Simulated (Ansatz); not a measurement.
Molecule: B2 (charge 0, triplet). SMILES: [B][B]
Geometry: optimised at B3LYP-D3(BJ)/def2-TZVP (Ansatz, a first-principles code).

Quantity: atomisation energy (electronic, to ground-state atoms), in kcal/mol. Cores are frozen in the correlated levels unless marked. Open shells are spin-unrestricted. No spin-orbit coupling. No relativistic terms. The coupled-cluster limit lacks core correlation, which all-electron functionals hold. Basis-set limits of correlation are two-point, X^-3; Hartree-Fock from the larger set (for Q and 5 zeta extrapolated as (X+1)exp(-9√X)). The program attaches cautions to a run behind CCSD(T)/CBS(cc-pVQZ,cc-pV5Z): large difference.

```json
[
 {"level": "HF/def2-TZVPPD", "program": "Ansatz", "atomisation energy (kcal/mol)": "55.1"},
 {"level": "HF/def2-QZVPP", "program": "Ansatz", "atomisation energy (kcal/mol)": "55.2"},
 {"level": "PBE0-D4/def2-TZVP", "program": "Ansatz + dftd4", "atomisation energy (kcal/mol)": "74.9"},
 {"level": "SCS-MP2/6-31G*", "program": "Ansatz", "atomisation energy (kcal/mol)": "51.5"},
 {"level": "SCS-MP2/aug-cc-pVQZ", "program": "Ansatz", "atomisation energy (kcal/mol)": "49.9"}
]
```

The program attaches cautions to a run behind HF/def2-TZVPPD: large difference. The program attaches cautions to a run behind HF/def2-QZVPP: large difference. The program attaches cautions to a run behind SCS-MP2/6-31G*: large difference. The program attaches cautions to a run behind SCS-MP2/aug-cc-pVQZ: large difference.

**Question.** What does CCSD(T)/CBS(cc-pVQZ,cc-pV5Z) (Ansatz) give?

**Answer.** 61.6 kcal/mol, so SCS-MP2/aug-cc-pVQZ differs from it by -11.7 kcal/mol.
